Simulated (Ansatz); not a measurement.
The same molecule with X = V, Nb, Ta. Ansatz, PBE0-D4/def2-TZVP geometries, multiplicity 1.

Elements past krypton have def2 core potentials. Scalar relativity is left out up to krypton.

```csv
X,molecule,mean X–F bond length / Å,mean X–N bond length / Å,LUMO energy (ωB97M-V/def2-TZVPP) / eV,HOMO energy (ωB97M-V/def2-TZVPP) / eV,HOMO energy (PBE0/def2-TZVPP) / eV
Nb,`CC(C)(C)[N]=[Nb]([F])([F])[F]`,1.873,1.729,0.71,-10.27,-8.01
Ta,`CC(C)(C)[N]=[Ta]([F])([F])[F]`,1.881,1.752,0.80,-10.00,-7.75
```

Give the row for X = V, `CC(C)(C)[N]=[V]([F])([F])[F]`. (An estimate is asked.)

The calculation gave: 
| X | molecule | mean X–F bond length / Å | mean X–N bond length / Å | LUMO energy (ωB97M-V/def2-TZVPP) / eV | HOMO energy (ωB97M-V/def2-TZVPP) / eV | HOMO energy (PBE0/def2-TZVPP) / eV |
| --- | --- | --- | --- | --- | --- | --- |
| V | `CC(C)(C)[N]=[V]([F])([F])[F]` | 1.736 | 1.591 | -0.38 | -10.88 | -8.54 |

From V to Ta the mean X–F bond length rises at each step, by 0.145 Å in all; the mean X–N bond length rises at each step, by 0.161 Å in all; the LUMO energy (ωB97M-V/def2-TZVPP) rises at each step, by 1.18 eV in all; the HOMO energy (ωB97M-V/def2-TZVPP) rises at each step, by 0.88 eV in all; the HOMO energy (PBE0/def2-TZVPP) rises at each step, by 0.79 eV in all.

Positive LUMOs are unbound, so they and the gaps depend on the basis.
